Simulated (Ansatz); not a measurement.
A made-up structure of CHOSe, doublet:

O1  (3.284, -1.128, 0.538)
C2  (-0.201, 0.034, -0.051)
Se3  (1.605, -0.328, 0.487)
H4  (-0.241, 0.694, -0.938)
(Å)

It is relaxed with PBE-D4/def2-SVP and then PBE0-D4/def2-TZVP (Ansatz 0.2.0). Atoms count as bonded within 1.22 times the sum of their covalent radii (H–H: 0.88 Å). The end point is not checked to be a true minimum.

**Question.** Does its bonding change? (A judgement: the text doesn't fix the answer.)

**Answer.** By the calculation: No: no bond forms or breaks.

Where it ends: The first stage lowers the energy by 1.90 eV in 13 steps. It ends as CHOSe ([CH][Se][O]):
```
4
angstrom
O 2.7723 -0.8237 0.0946
C 0.2016 0.1642 -0.0125
Se 1.4420 -0.5127 0.9992
H 0.0308 0.4438 -1.0456
```

Labels in which every atom is bracketed show which atoms are joined, not bond orders.

For scale, one of the runs: PBE0-D4/def2-TZVP relaxation, 116 basis functions, launched by `ansatz run in.yaml --threads 2 --pin off --events-out ev --progress --plain --max-ram 4352MiB`. The run took about 28 s on 2 CPU threads of an Arm Neoverse V2 (shared host).
